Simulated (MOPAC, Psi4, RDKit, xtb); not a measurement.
Two geometries of SMILES F[Si](CC#C)(F)F (C3H3F3Si), relaxed at B3LYP-D3(BJ)/def2-SVP with one dihedral held; other torsions can differ between them too.

Structure A

```
10

C      2.3453    -0.0544     0.1753
C      1.2018    -0.3430    -0.0972
C     -0.1900    -0.6405    -0.4085
Si    -1.3037     0.7953    -0.0267
F     -0.9021     2.0994    -0.8674
F     -2.8208     0.4249    -0.4032
F     -1.2756     1.1824     1.5286
H      3.3622     0.1935     0.4142
H     -0.5489    -1.5143     0.1643
H     -0.3137    -0.8928    -1.4770
```

Structure B

```
10

C      2.4899    -0.0891     0.0097
C      1.3316    -0.4128    -0.1264
C     -0.0771    -0.7529    -0.2727
Si    -1.1925     0.6551     0.2067
F     -0.6314     2.0702    -0.2925
F     -2.6480     0.4476    -0.4400
F     -1.3811     0.7422     1.7979
H      3.5194     0.1921     0.1256
H     -0.3457    -1.6284     0.3450
H     -0.3095    -1.0240    -1.3184
```

Question: Which is lower in energy at the level DF-MP2 (frozen core)/cc-pVTZ // B3LYP-D3(BJ)/def2-SVP (Psi4), and by how much?

Answer: A is lower, by 0.49 kcal/mol (dihedral C2–C3–Si4–F5: 60° in A, 40° in B).

E(B) − E(A) in kcal/mol at the other levels, on the same two geometries: MMFF94 // B3LYP-D3(BJ)/def2-SVP (RDKit) 0.35; PBE0/def2-TZVP // B3LYP-D3(BJ)/def2-SVP (Psi4) 0.45; PBE0-D3(BJ)/def2-TZVP // B3LYP-D3(BJ)/def2-SVP (Psi4) 0.45; PBE/def2-TZVP // B3LYP-D3(BJ)/def2-SVP (Psi4) 0.43; PBE-D3(BJ)/def2-TZVP // B3LYP-D3(BJ)/def2-SVP (Psi4) 0.43; wB97X-D/def2-TZVP // B3LYP-D3(BJ)/def2-SVP (Psi4) 0.48; HF/cc-pVTZ // B3LYP-D3(BJ)/def2-SVP (Psi4) 0.54; UFF // B3LYP-D3(BJ)/def2-SVP (RDKit) 0.48; PM6, restricted, heats of formation // B3LYP-D3(BJ)/def2-SVP (MOPAC) 0.22; PM3, restricted, heats of formation // B3LYP-D3(BJ)/def2-SVP (MOPAC) 0.08; GFN1-xTB // B3LYP-D3(BJ)/def2-SVP (xtb) 0.23.

MMFF94 has few fitted parameters for silicon.
